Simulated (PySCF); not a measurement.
SMILES F[C](F)(F)[Ge]([C](F)(F)F)([C](F)(F)F)[C](F)(F)F, GFN2-xTB optimised geometry.

```
17

F     -2.57    -1.78     1.71
C     -1.24    -1.75     1.70
F     -0.83    -1.12     2.80
F     -0.80    -3.00     1.75
Ge    -0.55    -0.78     0.00
C      1.52    -0.78     0.00
F      2.00    -2.03    -0.06
F      1.99    -0.22     1.11
F      2.00    -0.11    -1.05
C     -1.25    -1.76    -1.69
F     -0.84    -1.14    -2.80
F     -2.58    -1.78    -1.70
F     -0.82    -3.01    -1.73
C     -1.23     1.17     0.00
F     -1.95     1.42    -1.09
F     -0.21     2.03     0.03
F     -2.00     1.40     1.06
```

Density from CAM-B3LYP/def2-SVP (PySCF 2.14.0) at that geometry.

Minimum of the electron density along straight lines between bonded atoms, close to the bond critical point (lines longer than 1.1 times the sum of covalent radii, or with two minima, are not listed):

```
bond     length / Å  ρ at the minimum / e bohr⁻³  ∇²ρ there / e bohr⁻⁵  position (fraction from the first atom)
-------  ----------  ---------------------------  --------------------  ---------------------------------------
F1–C2         1.331                        0.281                 -0.16                                     0.66
C2–F3         1.331                        0.281                 -0.16                                     0.34
C2–F4         1.331                        0.281                 -0.16                                     0.34
C2–Ge5        2.074                        0.115                  0.01                                     0.54
Ge5–C6        2.074                        0.115                  0.01                                     0.46
C6–F7         1.331                        0.281                 -0.16                                     0.34
C6–F8         1.331                        0.280                 -0.16                                     0.34
C6–F9         1.331                        0.281                 -0.16                                     0.34
Ge5–C10       2.074                        0.115                  0.01                                     0.46
C10–F11       1.331                        0.281                 -0.16                                     0.34
C10–F12       1.331                        0.281                 -0.16                                     0.34
C10–F13       1.331                        0.281                 -0.16                                     0.34
Ge5–C14       2.074                        0.115                  0.01                                     0.46
C14–F15       1.331                        0.281                 -0.16                                     0.34
C14–F16       1.331                        0.281                 -0.16                                     0.34
C14–F17       1.331                        0.281                 -0.16                                     0.34
```
